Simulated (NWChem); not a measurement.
Species: AlHCl2; SMILES [Cl][AlH][Cl]

All runs: NWChem. Pople sets run with spherical d functions. All runs use the structure optimised with PBE-D3(BJ)/def2-SVP. Ions are spin-unrestricted doublets at the neutral geometry; other ion states weren't tried.

Among these, which level gives the highest value of “−ε(HOMO) (eV)”?
(A) LDA (Slater exchange, VWN5)/6-31+G*
(B) B3LYP/6-31+G*
(C) Hartree-Fock/6-31+G*
(D) PBE/6-31+G*

C, Hartree-Fock/6-31+G*. Values: PBE/6-31+G* 8.00; LDA (Slater exchange, VWN5)/6-31+G* 8.12; B3LYP/6-31+G* 9.10; Hartree-Fock/6-31+G* 12.64
